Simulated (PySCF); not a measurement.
Constitutional and geometric isomers with formula C3H4S. Gas-phase values, no solvent. One relaxed conformer stands for each flexible species; it need not be the lowest. Strings in code marks are SMILES.

These are B3LYP-D3(BJ)/def2-TZVP // PBE0-D3(BJ)/def2-TZVP run with PySCF values and carry that method's errors. All candidates: neutral, multiplicity 1. B3LYP has the VWN-RPA correlation part, as in Gaussian. Excitations are Tamm–Dancoff values on a coarser integration grid. The basis has no diffuse functions, so Rydberg states are missing or too high.

HOMO: -6.30 eV
LUMO: -0.43 eV
T1 excitation (TDA): 4.15 eV

Identify which member has these values.
A. `CC#CS`
B. `SC1C=C1` (H–S–C–C torsion 152°)
C. `C#CSC`
D. `C#CCS`

C, `C#CSC`. The others give `SC1C=C1` (H–S–C–C torsion 152°): -6.39 eV, -0.62 eV, 4.20 eV; `CC#CS`: -6.26 eV, -0.22 eV, 4.34 eV; `C#CCS`: -6.81 eV, -0.18 eV, 4.74 eV
